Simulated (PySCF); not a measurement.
Species: C5H12Si.
SMILES with atom numbers: `[CH3:1][C@H:2]1[CH2:3][CH2:4][SiH2:5][CH2:6]1`

Cartesian coordinates in Å at the GFN2-xTB level; atoms count from 1:
```
atom  x, y, z in Å
C1     2.1345   -0.4147   -0.3072
C2     0.6313   -0.2199   -0.4686
C3    -0.1687   -1.0501    0.5371
C4    -1.6497   -0.6939    0.3908
Si5   -1.6570    1.1843    0.0669
C6     0.2146    1.2444   -0.2815
H7     2.4492   -0.1239    0.6938
H8     2.4067   -1.4572   -0.4617
H9     2.6788    0.1929   -1.0276
H10    0.3425   -0.5365   -1.4775
H11    0.1693   -0.7974    1.5451
H12    0.0022   -2.1186    0.3868
H13   -2.0736   -1.2328   -0.4578
H14   -2.2118   -1.0018    1.2705
H15   -2.0425    1.9744    1.2402
H16   -2.4810    1.5563   -1.0868
H17    0.4954    1.8411   -1.1478
H18    0.7509    1.6597    0.5736
```

Probes without a nucleus sit at each ring's centroid and 1 Å off its mean plane on both sides; NICS is minus the shielding there, NICSzz its component along the normal. Level: GIAO PBE0/pcSseg-1 (PySCF, non-relativistic, gas phase) on the GFN2-xTB geometry, one conformer.

Ring bond lengths (Å), with Mayer bond orders in brackets: C2–C3 1.530 (0.99), C3–C4 1.530 (1.04), C4–Si5 1.906 (0.92), Si5–C6 1.905 (0.92), C6–C2 1.534 (1.00).

Task: Give the NICS values of each ring in ppm.

Result: 
```json
{"ring": "C2–C3–C4–Si5–C6", "type": "5-membered ring with Si; formal bonds all single", "NICS(0)": "-4.8", "NICS(1), two faces": "-4.0 / -4.1", "NICS(1)zz, two faces": "-2.2 / -2.0", "rms pucker (Å)": "0.20", "centre to ring atoms, mean (Å)": "1.40"}
```

Task: What can be read from them?

Result: 
- C2–C3–C4–Si5–C6: mean NICS(1)zz -2.1 ppm, near zero. C2, C3, C4, Si5, C6 have four or more neighbours; no verdict on aromaticity is drawn.

Task: Give the inner angles of the rings and the Hirshfeld charges of the ring atoms.

Result: 
- C2–C3–C4–Si5–C6: C2 107.2° (-0.020 e), C3 108.5° (-0.070 e), C4 104.4° (-0.162 e), Si5 93.3° (+0.340 e), C6 105.0° (-0.162 e); sum 518.5° against 540° for a flat convex ring.
